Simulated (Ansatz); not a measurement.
Born–Oppenheimer molecular dynamics of C$_{3}$H$_{11}$NOSi (17 atoms, charge 0, multiplicity 1). It starts from a relaxed structure.

Computed with Ansatz, RKS PBE0/6-31G.

| Item | Value |
| --- | --- |
| ensemble | NVE (velocity Verlet) |
| time step | 1 fs |
| steps asked | 150 |
| starting velocities drawn for | 3000 K |
| seed | 119806 |

First frame:

```xyz
17
Properties=species:S:1:pos:R:3
Si -0.046 0.000 0.010
O 0.027 -0.128 1.737
C -1.105 -0.339 2.594
H -1.746 -1.157 2.232
H -0.723 -0.604 3.582
H -1.713 0.570 2.683
H 1.400 0.032 -0.360
N -0.821 1.413 -0.692
C -2.232 1.449 -1.040
H -2.654 0.439 -1.025
H -2.817 2.075 -0.347
H -2.368 1.856 -2.053
C -0.139 2.694 -0.795
H -0.267 3.116 -1.803
H -0.522 3.429 -0.071
H 0.933 2.569 -0.614
H -0.842 -1.175 -0.498
```

Q: How far do the bonds stretch over the last three quarters of this one trajectory? (Pairs bonded in most of those frames.)

A: 
| bond | mean (Å) | spread (Å) | shortest | longest |
| --- | --- | --- | --- | --- |
| Si1–O2 | 1.737 | 0.065 | 1.63 | 1.86 |
| Si1–H7 | 1.524 | 0.093 | 1.37 | 1.67 |
| Si1–N8 | 1.786 | 0.078 | 1.64 | 1.95 |
| Si1–H17 | 1.597 | 0.202 | 1.27 | 1.89 |
| O2–C3 | 1.446 | 0.054 | 1.33 | 1.52 |
| C3–H4 | 1.104 | 0.032 | 1.04 | 1.18 |
| C3–H5 | 1.134 | 0.097 | 0.96 | 1.30 |
| C3–H6 | 1.105 | 0.051 | 1.01 | 1.20 |
| N8–C9 | 1.471 | 0.068 | 1.34 | 1.64 |
| N8–C13 | 1.473 | 0.064 | 1.36 | 1.59 |
| C9–H10 | 1.167 | 0.131 | 0.92 | 1.42 |
| C9–H11 | 1.138 | 0.077 | 0.97 | 1.36 |
| C9–H12 | 1.122 | 0.079 | 0.99 | 1.27 |
| C13–H14 | 1.108 | 0.048 | 1.01 | 1.20 |
| C13–H15 | 1.105 | 0.033 | 1.03 | 1.18 |
| C13–H16 | 1.152 | 0.130 | 0.93 | 1.35 |

Pairs bonded in part of these frames only: Si1–H17 70 %, C9–H10 90 %.

Mean temperature of the second half: 1472 K. The conserved energy wandered by up to 8.5 meV per atom (net 5.8 meV per atom), which is poor conservation. Over the second half the temperature averaged 0.49 of the 3000 K drawn at the start: a run that starts near a minimum puts about half its kinetic energy into the potential. A run of 0.15 ps of so small a system gives no equilibrium averages. Limits of this set-up: no polarisation functions.

Run time: 14 min on 1 thread of Arm Neoverse V2 (shared host), peak memory 0.2 GiB.
